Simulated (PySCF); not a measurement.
This PySCF input asks for the NMR shieldings of `O=C[SiH2]CO[SiH3]`, C2H8O2Si2; the geometry comes from GFN2-xTB.

```python
import basis_set_exchange as bse
import numpy as np
from pyscf import gto, dft
from pyscf.prop import nmr

atoms = """
O    -3.076303   -0.130821    1.335654
C    -3.001795   -0.046001    0.136445
Si   -1.343891    0.041617   -0.838667
C     0.092256   -0.027388    0.405067
O     1.279085    0.038691   -0.355911
Si    2.816392    0.022895    0.159996
H    -3.939829   -0.014779   -0.459444
H    -1.343177    1.301826   -1.585968
H    -1.314572   -1.102720   -1.753114
H     0.064755    0.803239    1.118547
H     0.084889   -0.948647    0.997416
H     3.085465    1.153967    1.053607
H     3.115576   -1.211493    0.892892
H     3.480471    0.119141   -1.128685
"""
names = dict.fromkeys(["O", "C", "Si", "H"], "pcSseg-1")
basis = {el: gto.basis.parse(bse.get_basis(n, elements=[el], fmt="nwchem")) for el, n in names.items()}
mol = gto.M(atom=atoms, basis=basis, charge=0, verbose=0)
mf = dft.RKS(mol, xc="PBE0")
mf.grids.level = 2
mf.grids.alignment = dft.numint.BLKSIZE   # the property module wants whole blocks of grid points
mf.conv_tol = 1e-9
mf.kernel()

calc = nmr.RKS(mf)   # GIAO
C = mf.mo_coeff
Co = C[:, mf.mo_occ > 0]
resp = mf.gen_response(singlet=True, hermi=2)
def vind(x):   # induced exchange potential for any number of trial vectors
    d = np.einsum("pi,xij,qj->xpq", C, 2 * x.reshape(-1, C.shape[1], Co.shape[1]), Co, optimize=True)
    return np.einsum("xpq,pi,qj->xij", resp(d - d.transpose(0, 2, 1)), C, Co, optimize=True).ravel()
mo1, _ = nmr.rhf.solve_mo1(calc, with_cphf=vind)
sigma = calc.kernel(mo1)
for i, s in enumerate(sigma):   # ppm
    print("%2d %-2s %9.2f" % (i, mol.atom_pure_symbol(i), np.trace(s) / 3))
```

**Question.** What are the results?

**Answer.** 
```
 0 O    -614.67
 1 C     -60.34
 2 Si    405.93
 3 C     132.85
 4 O     359.83
 5 Si    380.75
 6 H      19.36
 7 H      27.23
 8 H      27.23
 9 H      27.75
10 H      27.75
11 H      26.86
12 H      26.86
13 H      26.90
```

These numbers come from an equivalent density-fitted implementation of the same equations, which agrees with the script to about 0.01 ppm for H and up to a few tenths of a ppm for heavy atoms, so last digits may differ.

**Question.** Turn these shieldings into chemical shifts. δ = σ(ref) − σ, references computed at the same level: H2O for 17O (σref 336.08); TMS for 13C (σref 186.93) and 29Si (σref 349.16) and 1H (σref 31.72).

**Answer.** Averaging equivalent atoms: O 0: 950.8; O 4: -23.7; C 1: 247.3; C 3: 54.1; Si 5: -31.6; Si 2: -56.8; H 6: 12.36; H 11/12/13: 4.84; H 7/8: 4.49; H 9/10: 3.96 ppm. Unscaled 17O shifts of doubly bonded oxygen tend to come out too high, by tens of ppm or more. Experimental scales use liquid or dissolved standards, which lie at an offset from isolated H2O (liquid H2O: subtract about 36 ppm).

Size and cost of the density-fitted run: 156 basis functions, 34 s wall time on 1 thread of an Arm Neoverse N1, shared host; peak memory 0.72 GiB.
